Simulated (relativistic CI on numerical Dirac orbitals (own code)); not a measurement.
Tc5+: resonant inelastic scattering at the M2,3 edge

Computed with this model: Dirac-Coulomb-Breit CI, KLI orbitals optimised for each configuration, model QED (radiative potential, 1s self-energy scaled to tabulated hydrogen-like ionisation energies), valence Slater integrals scaled by 0.7, Kramers-Heisenberg scattering through one core-hole configuration in a parametric crystal field; configurations [Kr] 4d2 → [Ne] 3s2 3p5 3d10 4s2 4p6 4d3; 300 K; core-hole width 1.2 eV; summed over polarisations. Incident energies are the highest absorption maxima for each field (at most a few, so the weaker spin-orbit partner edge can be absent), on the computed scale of the free ion. Intensities are in per cent of the strongest line above 0.02 eV; levels within 1 cm⁻¹ are merged; final levels count from the ground level, the first row holds all elastic scattering, lines under 0.4 are left out and each table stops after 24 rows. The scale of the Slater integrals is a model choice and moves the terms in proportion.

Field parameters in Wybourne normalisation: D4h B²₀ = −7Ds, B⁴₀ = 21(Dq − Dt), B⁴₄ = 21√(5/14) Dq; Oh B⁴₀ = 21Dq, B⁴₄ = √(5/14) B⁴₀; Td as Oh with Dq negative (B⁴₀ = 21Dq, B⁴₄ = √(5/14) B⁴₀). The field is a parameter set, without covalency.

S is read from ⟨S²⟩ = S(S + 1).

Oh, 10Dq = 18300 cm⁻¹:

```tsv
Final level (eV)	Degeneracy	Irrep	S	438.2 eV	458.1 eV
0.000	2	E	0.99	1347.5	157.2
0.015	3	T2	0.99	20.3	7.9
0.216	3	T1	1.00	45.7	7.1
0.305	1	A1	1.00	14.8	19.6
1.315	3	T2	0.09	42.0	30.3
1.363	2	E	0.04	34.2	10.5
2.161	1	A2	1.00	27.7	6.6
2.221	3	T2	0.97	100.0	16.4
2.273	3	T1	1.00	39.8	17.5
2.282	2	E	1.00	30.8	15.4
2.757	1	A1	0.20	28.9	24.8
3.232	1	A1	0.92	7.9	4.4
3.252	3	T1	1.00	39.8	14.1
3.333	3	T2	0.90	23.6	8.0
3.378	2	E	0.99	17.0	1.3
3.635	3	T2	0.25	4.1	4.2
3.913	3	T1	0.02	2.0	2.7
4.545	3	T2	0.98	1.4	0.4
```

D4h, 10Dq = 35200, Ds = 2530, Dt = 480 cm⁻¹:

```csv
Final level (eV),Degeneracy,Irrep,S,436.6 eV,439.8 eV,457 eV
0.000,1,A1,1.00,1047.5,1306.0,165.8
0.018,2,E,1.00,67.3,12.4,23.7
0.538,1,B1,0.98,22.6,2.5,7.2
0.553,1,B2,0.98,24.7,4.6,6.6
0.664,2,E,1.00,39.7,8.6,15.6
0.741,1,A2,1.00,6.5,1.5,3.5
0.754,1,A1,1.00,8.3,5.6,16.6
1.233,1,B2,0.06,21.7,1.6,15.3
1.259,1,B1,0.07,12.0,5.3,15.0
1.848,1,A1,0.02,39.1,5.1,46.3
1.869,2,E,0.02,24.8,6.7,38.1
3.478,1,A1,0.05,3.3,10.0,4.8
3.867,1,B1,1.00,2.3,15.8,0.7
3.870,1,A2,1.00,3.2,31.6,0.5
3.871,2,E,1.00,9.4,84.3,2.2
3.879,1,A1,0.99,4.0,55.6,2.0
3.959,1,B2,0.99,3.2,23.3,0.4
3.977,2,E,0.99,3.6,43.2,0.8
4.033,1,B1,1.00,1.6,19.0,0.3
4.880,2,E,0.03,1.2,17.9,1.5
5.209,1,B2,0.80,1.8,36.6,0.8
5.246,1,B1,1.00,1.9,40.0,0.4
5.272,2,E,0.99,3.5,100.0,1.6
5.308,1,A1,1.00,0.7,21.3,1.2
```

Td, 10Dq = -13600 cm⁻¹:

| Final level (eV) | Degeneracy | Irrep | S | 437.8 eV | 457.6 eV |
| --- | --- | --- | --- | --- | --- |
| 0.000 | 3 | T2 | 1.00 | 2237.7 | 343.9 |
| 1.233 | 2 | E | 0.29 | 24.3 | 52.6 |
| 1.647 | 1 | A2 | 1.00 | 24.2 | 4.4 |
| 1.677 | 3 | T2 | 1.00 | 98.4 | 45.9 |
| 1.736 | 3 | T1 | 1.00 | 76.6 | 31.2 |
| 1.791 | 2 | E | 0.88 | 52.5 | 4.8 |
| 2.227 | 1 | A1 | 0.40 | 17.8 | 45.7 |
| 2.473 | 3 | T2 | 1.00 | 100.0 | 12.0 |
| 2.506 | 2 | E | 0.99 | 68.7 | 6.5 |
| 2.531 | 3 | T1 | 0.99 | 74.2 | 34.3 |
| 2.655 | 1 | A1 | 0.80 | 22.3 | 4.1 |
| 2.973 | 3 | T2 | 0.11 | 8.2 | 2.7 |
| 3.386 | 3 | T1 | 0.08 | 9.6 | 5.2 |
| 3.877 | 1 | A1 | 1.00 | 1.0 | 1.2 |
| 3.883 | 2 | E | 1.00 | 4.4 | 0.5 |
| 3.896 | 3 | T1 | 0.98 | 4.6 | 1.9 |
| 3.915 | 3 | T2 | 0.96 | 6.6 | 0.8 |

For the first field the strongest loss at the lowest incident energy is the level at 2.22 eV (S = 0.97, against 0.99 in the thermal ground state). Levels of other spin, the first over 8 % at 1.32 eV, appear because spin-orbit coupling of the core hole, and in heavier ions of the valence shell too, mixes spins.
